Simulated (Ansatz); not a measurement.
FGeH₆NO₂Si, SMILES `[OH][GeH2][NH][SiH](O)F`, relaxed with RKS PBE0-D4/def2-TZVP in Ansatz from a GFN2-xTB geometry. The force threshold is 0.005 eV/Å; the program also tests the step.

Total charge 0; spin multiplicity 1.

Start:

```xyz
12

O    -1.283    1.183   -0.740
Ge    0.427    1.409   -0.421
N     0.995   -0.260   -0.077
Si    0.111   -1.506    0.741
O    -1.395   -1.577    0.197
F     0.865   -2.867    0.344
H    -1.804    1.968   -0.895
H     1.120    1.934   -1.655
H     0.537    2.375    0.742
H     1.990   -0.409   -0.125
H     0.149   -1.429    2.190
H    -1.712   -0.821   -0.301
```

Q: By how much does the energy fall, and how many steps does the optimiser take? (Best estimate.)

A: Computed: 17.32 kJ/mol, in 16 steps, 1 of them rejected.

Q: Which bonds change most? (An estimate is asked.)

A: Computed: O1–Ge2 from 1.754 to 1.799 Å; Ge2–H8 from 1.509 to 1.536 Å; Ge2–N3 from 1.796 to 1.819 Å; Ge2–H9 from 1.516 to 1.538 Å.

Q: Give the relaxed structure. (Best estimate.)

A: Ansatz gave: 
```xyz
12

O    -1.170    0.978   -1.192
Ge    0.395    1.396   -0.410
N     1.067   -0.218    0.093
Si    0.164   -1.492    0.799
O    -1.411   -1.115    0.714
F     0.538   -2.823   -0.001
H    -1.790    1.710   -1.218
H     1.353    2.046   -1.420
H     0.066    2.314    0.780
H     1.965   -0.445   -0.306
H     0.482   -1.785    2.206
H    -1.660   -0.566   -0.045
```
